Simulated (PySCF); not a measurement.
PBE on As⁻ (arsenic, charge -1), [Ar] 3d10 4s2 4p4, high-spin 3P determinant. Calculation: PySCF 2.14, in x2c-TZVPPall with one added diffuse shell each of s, p, d type (7s6p5d1f, 57 functions); the spin-free X2C one-electron Hamiltonian (Gaussian nucleus).

```
cycle= 1 E= -2260.41848842146  delta_E= -0.014  |g|= 0.184  |ddm|= 0.241
cycle= 2 E= -2260.41743171567  delta_E= 0.00106  |g|= 0.204  |ddm|= 0.124
cycle= 3 E= -2260.42198985833  delta_E= -0.00456  |g|= 0.016  |ddm|= 0.0832
cycle= 4 E= -2260.42219869501  delta_E= -0.000209  |g|= 0.00283  |ddm|= 0.039
cycle= 5 E= -2260.42221025215  delta_E= -1.16e-05  |g|= 0.000316  |ddm|= 0.00862
cycle= 6 E= -2260.42221054016  delta_E= -2.88e-07  |g|= 3.14e-05  |ddm|= 0.00218
cycle= 7 E= -2260.42221054161  delta_E= -1.44e-09  |g|= 3.06e-06  |ddm|= 0.000113
cycle= 8 E= -2260.42221054162  delta_E= -1.14e-11  |g|= 1.6e-07  |ddm|= 8.87e-06
converged SCF energy = -2260.42221054162  <S^2> = 2.007946  2S+1 = 3.0052927
```

Highest occupied orbital energy: 1.692 eV; ⟨L²⟩ = 2.03; populations by l: s 8.00, p 16.00, d 10.00, f 0.00.

Problem. Can this result be used?

Solution. With care. The calculation finished and met its thresholds. At PBE the highest occupied level has a positive energy, so only the finite basis holds that electron; in a semilocal or global hybrid functional this comes from self-interaction and does not mean that the real anion is unbound.
